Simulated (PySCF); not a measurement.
Order these species by their calculated properties.

Each SMILES stands for a single optimised conformer of the isolated species, non-relativistic unless stated; the electronic structure was computed with PySCF and density fitting.

Dipoles, sizes and rotational constants follow the conformer. The torsions of the flexible species, by atom-mapped SMILES:
- `[CH:1]#[C:2][c:3]1[cH:4][c+:5]1[CH2:6][CH2:7][CH3:8]`: C4–C5–C6–C7 10°, C5–C6–C7–C8 70°
- `[CH3:1][C:2](=[O:3])[CH2:4][P@H:5]([CH3:6])=[O:7]`: C1–C2–C4–P5 91°, C2–C4–P5–C6 69°
- `[CH3:1][CH2:2][C:3](=[O:4])[Cl:5]`: C1–C2–C3–O4 0°
- `[F:1][CH:2]([F:3])[C:4](=[S:5])[C:6]([F:7])([F:8])[F:9]`: F1–C2–C4–S5 140°, C2–C4–C6–F7 -161°
- `[CH3:1][C:2](=[O:3])[P:4]([CH3:5])[CH2:6][OH:7]`: C1–C2–P4–C5 -78°, C2–P4–C6–O7 52°, H–O7–C6–P4 -68°
- `[O:1]=[C:2]([OH:3])[CH2:4][S:5][C:6]1=[C:7]([F:8])[CH2:9]1`: O1–C2–C4–S5 -87°, C2–C4–S5–C6 74°, C4–S5–C6–C7 -162°, H–O3–C2–O1 2°
- `[CH2:1]=[C:2]([CH+:3][CH3:4])[CH2:5][CH3:6]`: C1–C2–C3–C4 -178°, C1–C2–C5–C6 93°

(1) Rank by electronic spatial extent ⟨r²⟩ about the centre of nuclear charge, highest first (PBE0/def2-SVPD at GFN2-xTB geometries).
A. `CC(=O)C[P@H](C)=O`
B. `C#CC1=C[C+]1CCC`
C. `FC(C(=S)C(F)(F)F)F`
D. `CCC(=O)Cl`

(2) Give the two extremes of that set in Å².

(3) Rank by lowest triplet excitation (Tamm–Dancoff), lowest first (TDA PBE0/def2-SVPD at GFN2-xTB geometries).
A. `Clc1ccc(F)cc1F`
B. `P(CO)(C(=O)C)C`
C. `[CH2+]C1=CC(C)=CC=C1`
D. `FC(F)C(=S)C(F)(F)F`
E. `CC(=O)C[P@H](C)=O`
F. `C(=O)(Cl)CC`
G. `O=C(O)CSC1=C(F)C1`
H. `[c+]1(c(c1)C#C)CCC`

(4) Rank by lowest singlet excitation, highest first (TDDFT PBE0/def2-SVPD at GFN2-xTB geometries).
A. `FC(F)C(=S)C(F)(F)F`
B. `C#Cc1c[c+]1CCC`
C. `O=C(O)CSC1=C(F)C1`
D. `c1(Cl)ccc(cc1F)F`
E. `[CH2+]c1cccc(C)c1`
F. `CC(=O)C[P@H](C)=O`

(5) Rank by HOMO–LUMO gap, highest first (PBE0/def2-SVPD at GFN2-xTB geometries).
A. `C#CC1=C[C+]1CCC`
B. `CC(=O)P(C)CO`
C. `CC(=O)C[P@H](C)=O`
D. `C=C([CH+]C)CC`
E. `FC(F)C(=S)C(F)(F)F`

(6) Rank by HOMO energy, lowest first (PBE0/def2-SVPD at GFN2-xTB geometries).
A. `CC(=O)C[P@H](C)=O`
B. `Fc1ccc(Cl)c(F)c1`
C. `C=C([CH+]C)CC`
D. `FC(F)C(C(F)(F)F)=S`
E. `C#Cc1c[c+]1CCC`
F. `O=C(O)CSC1=C(F)C1`

(7) By how much do the two ends of that ranking differ?

(8) Rank by dipole moment, highest first (PBE0/def2-SVPD at GFN2-xTB geometries).
A. `CC(=O)C[P@H](C)=O`
B. `C(C)C(=O)Cl`
C. `Fc1ccc(Cl)c(F)c1`
D. `O=C(O)CSC1=C(F)C1`
E. `OCP(C)C(C)=O`
F. `FC(F)C(=S)C(F)(F)F`

(9) By how much do the two ends of that ranking differ?

Answers

(1) B (1326 bohr²), C (1192 bohr²), A (936 bohr²), D (604 bohr²).

(2) `CCC(=O)Cl`: 169 Å²; `C#Cc1c[c+]1CCC`: 371 Å².

(3) D (1.56 eV), C (1.73 eV), B (3.15 eV), H (3.51 eV), G (3.72 eV), E (3.85 eV), A (4.01 eV), F (4.69 eV).

(4) D (5.19 eV), F (4.43 eV), C (4.26 eV), B (3.86 eV), E (2.79 eV), A (2.16 eV).

(5) C (6.64 eV), A (5.70 eV), B (5.51 eV), D (4.68 eV), E (4.01 eV).

(6) C (-13.68 eV), E (-13.11 eV), D (-8.06 eV), A (-7.58 eV), B (-7.39 eV), F (-6.44 eV).

(7) By 7.24 eV, between `O=C(O)CSC1=C(F)C1` and `C=C([CH+]C)CC`.

(8) A (3.19 D), B (2.95 D), D (2.66 D), E (2.49 D), F (2.13 D), C (1.46 D).

(9) By 1.73 D, between `CC(=O)C[P@H](C)=O` and `Fc1ccc(Cl)c(F)c1`.
